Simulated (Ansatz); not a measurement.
A nudged elastic band was laid between two geometries of F₃H₄NOTi (10 atoms, charge 0, multiplicity 1).

The calculation used RKS B3LYP/def2-SVP in Ansatz 0.2.0.

```yaml
movable_images: 9
climbing_image: yes
spring: 5.0 eV/Å²
optimiser: quadratic models (default)
start_path: through a guess of the saddle point
force_threshold: 0.05 eV/Å
iteration_limit: 60
end_points: relaxed
```

Initial state:

```xyz
10
Properties=species:S:1:pos:R:3
Ti -0.117 -0.143 0.074
O -0.278 -0.208 1.924
H -0.507 0.497 2.543
F 1.532 0.177 -0.445
F -1.040 1.235 -0.460
N -0.913 -1.561 -0.815
H -0.649 -2.521 -0.600
H -1.557 -1.495 -1.601
F 0.875 -2.162 1.205
H 0.510 -1.593 1.889
```

Final state:

```xyz
10
Properties=species:S:1:pos:R:3
Ti 0.469 -0.466 -0.039
O -0.964 -0.687 1.823
H -0.331 -0.944 2.512
F 1.507 -0.327 -1.437
F -0.099 1.200 0.240
N -0.777 -1.657 -0.734
H -0.740 -2.039 -1.677
H -1.576 -1.999 -0.204
F 1.546 -1.100 1.232
H -1.179 0.243 1.999
```

(1) Which bonds break or form, and what moves?

(2) What energy profile does the band end with?

(3) What is the geometry of the highest image?

## Answers

(1) Bonds broken: F9–H10. Bonds formed: Ti1–F9, O2–H10.

(2) It converged. The highest image is number 2 of 0 to 10, 0.165 eV above the first end and 0.860 eV above the last; the last end lies 0.695 eV below the first. The profile has 2 maxima (images 2, 6) with wells between them (image 4): this band takes more than one step, which may be the mechanism or a detour left from its start path. A vibrational analysis at the climbing image gives one clearly imaginary mode, 370i cm⁻¹: a first-order saddle point. The orbitals stay closed-shell, which can raise the energy where a bond breaks towards radicals; this wasn't checked here.

```
image  path coordinate (Å)  energy (eV)  F9–H10 (Å)  Ti1–F9 (Å)  O2–H10 (Å)
    0                 0.00        0.000        0.96        2.52        1.59
    1                 1.22        0.091        0.96        2.47        1.61
    2                 2.44        0.165        1.08        2.14        1.29
    3                 3.46       -0.550        1.86        1.82        0.98
    4                 4.48       -0.690        2.32        1.78        0.97
    5                 5.50       -0.561        2.37        1.78        0.97
    6                 6.52       -0.494        2.34        1.78        0.97
    7                 7.54       -0.507        2.24        1.78        0.97
    8                 8.56       -0.537        2.33        1.78        0.97
    9                 9.58       -0.605        2.83        1.78        0.97
   10                10.60       -0.695        3.13        1.78        0.97
```

(3) 
```xyz
10
Properties=species:S:1:pos:R:3
Ti 0.021 -0.355 0.079
O -0.433 -0.590 1.983
H -0.694 0.129 2.571
F 1.387 0.009 -0.949
F -0.830 1.187 0.057
N -1.004 -1.573 -0.849
H -1.941 -1.855 -0.564
H -0.750 -1.968 -1.753
F 1.411 -1.540 1.201
H 0.689 -1.219 1.938
```

Run time: 11 min on 4 threads of AMD EPYC 7B13 (Zen 3) (shared host), peak memory 0.37 GiB.
